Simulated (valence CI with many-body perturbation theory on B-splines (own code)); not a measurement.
Values are calculated unless marked as measured or tabulated.
# Mn9+: magnetic and hyperfine properties of the levels

Method: relativistic CI+MBPT: six valence electrons over a frozen Dirac-Fock core [Ne], radial functions for each j: 9 s, 9 p, 8 d, 6 f, 3 g, 1 h, with the one-electron correlation potential Σ1, the two-electron term Σ2, the three-electron term Σ3, Breit, model QED; selected CI, second order for the rest, scaled by the run's own slope (own B-spline code, finite nucleus).

No measured spectrum was set against this ion. As an estimate, levels of excited configurations hold to 0.05 to 0.15 % of their energy, terms of the ground configuration to about 0.5 %. Among the levels kept, up to 1600 cm⁻¹ of a level comes from second order outside the variational space, and about a tenth of that is noise between levels of different J, which matters for small intervals.

A/g_I is the dipole constant over the nuclear g factor μ/I (μ in nuclear magnetons, uniformly magnetised nucleus), B/Q the quadrupole constant per barn. Both hold the static response of the core; the bare values leave it out. Large factors of s and p1/2 electrons are usually good to 5 to 10 %; those of open d and f shells near neutrality can be off by tens of per cent, and small factors of p3/2, d and f electrons come from cancelling terms and can be off by a factor of two or in sign, in half-filled shells by more. B is blank for J = 1/2, where it vanishes, and for nearly pure S terms. Energies count from the lowest level. Levels with J = 0 are left out.

Names give the largest LS component (configuration and term), which can be under half, so a name can repeat, a term be missing and a line seem to break the LS rules; names also repeat where a configuration has a term twice. Letters in brackets count levels of one name in rising energy.

| Level | E (cm⁻¹) | g | A/g_I (MHz) | A/g_I bare | B/Q (MHz/b) | B/Q bare |
| --- | --- | --- | --- | --- | --- | --- |
| 3s2.3p4 3P_2 | 0 | 1.483 | 3540 | 3490 | 5510 | 5230 |
| 3s2.3p4 3P_1 | 10020 | 1.500 | -33.8 | 123 | -3000 | -2850 |
| 3s2.3p4 1D_2 | 33989 | 1.017 | 6690 | 6360 | -11600 | -11000 |
| 3s.3p5 3P°_2 | 260920 | 1.500 | 14900 | 14200 | -5460 | -5180 |
| 3s.3p5 3P°_1 | 268740 | 1.496 | 15100 | 14400 | 2750 | 2610 |
| 3s.3p5 1P°_1 | 333450 | 1.003 | 8210 | 7780 | -4590 | -4370 |
| 3s2.3p3.3d 5D°_1 | 357450 | 1.497 | 639 | 870 | -369 | -392 |
| 3s2.3p3.3d 5D°_2 | 357640 | 1.495 | 716 | 928 | -204 | -218 |
| 3s2.3p3.3d 5D°_3 | 357920 | 1.494 | 694 | 887 | 298 | 312 |
| 3s2.3p3.3d 5D°_4 | 358610 | 1.496 | 428 | 602 | 913 | 981 |
| 3s2.3p3.3d 3D°_2 [a] | 381710 | 1.105 | 1840 | 1850 | 1120 | 1100 |
| 3s2.3p3.3d 3D°_3 [a] | 383300 | 1.321 | 585 | 724 | 3200 | 3080 |
| 3s2.3p3.3d 3D°_1 [a] | 384620 | 0.504 | 5180 | 4870 | 540 | 527 |
| 3s2.3p3.3d 3F°_2 [a] | 390610 | 0.735 | 4890 | 4660 | -7200 | -6820 |
| 3s2.3p3.3d 3F°_3 [a] | 393340 | 1.095 | 3840 | 3750 | -7240 | -6850 |
| 3s2.3p3.3d 3F°_4 [a] | 396950 | 1.246 | 3030 | 3010 | -8370 | -7900 |
| 3s2.3p3.3d 3G°_3 | 415010 | 0.766 | 2660 | 2580 | 2360 | 2350 |
| 3s2.3p3.3d 3G°_4 | 416190 | 1.063 | 2480 | 2450 | 3000 | 2960 |
| 3s2.3p3.3d 3G°_5 | 417810 | 1.200 | 3310 | 3250 | 979 | 1050 |
| 3s2.3p3.3d 1G°_4 | 424870 | 1.016 | 3380 | 3290 | 1630 | 1670 |
| 3s2.3p3.3d 1D°_2 | 431010 | 1.001 | 2640 | 2630 | 5440 | 5200 |
| 3s2.3p3.3d 3D°_1 [b] | 446610 | 0.516 | 1640 | 1580 | -2420 | -2290 |
| 3s2.3p3.3d 3F°_3 [b] | 448160 | 1.078 | 2990 | 2950 | 6150 | 5920 |
| 3s2.3p3.3d 3P°_1 [a] | 448790 | 1.485 | -422 | -96.5 | -270 | -263 |
| 3s2.3p3.3d 3F°_4 [b] | 448810 | 1.228 | 2000 | 2030 | 6990 | 6730 |
| 3s2.3p3.3d 3F°_2 [b] | 449280 | 0.736 | 3550 | 3420 | 7860 | 7540 |
| 3s2.3p3.3d 3D°_2 [b] | 452650 | 1.121 | 1750 | 1810 | -3980 | -3770 |
| 3s2.3p3.3d 3P°_2 [a] | 455990 | 1.472 | -616 | -348 | 4500 | 4310 |
| 3s2.3p3.3d 3D°_3 [b] | 459300 | 1.317 | 2050 | 2120 | -5010 | -4710 |
| 3s2.3p3.3d 1F°_3 | 485760 | 1.013 | 2620 | 2570 | 12000 | 11500 |
| 3s2.3p3.3d 3S°_1 | 492790 | 1.778 | 3900 | 3890 | -13.0 | -9.36 |
| 3s2.3p3.3d 3P°_2 [b] | 493320 | 1.496 | 4360 | 4330 | -2500 | -2410 |
| 3s2.3p3.3d 1P°_1 | 495000 | 1.354 | -2900 | -2530 | -1360 | -1310 |
| 3s2.3p3.3d 3P°_1 [b] | 501550 | 1.361 | 10900 | 10400 | 406 | 383 |

Q: Take the isotope of mass number 53, with I = 7/2, μ = 5.033 μN and Q = 0.17 b. What is the hyperfine structure of 3s.3p5 1P°_1?

A: From the table A = 11800 MHz, B = -781 MHz. Shifts from the centre of gravity in MHz: F = 5/2: -53500, F = 7/2: -11200, F = 9/2: 41100.
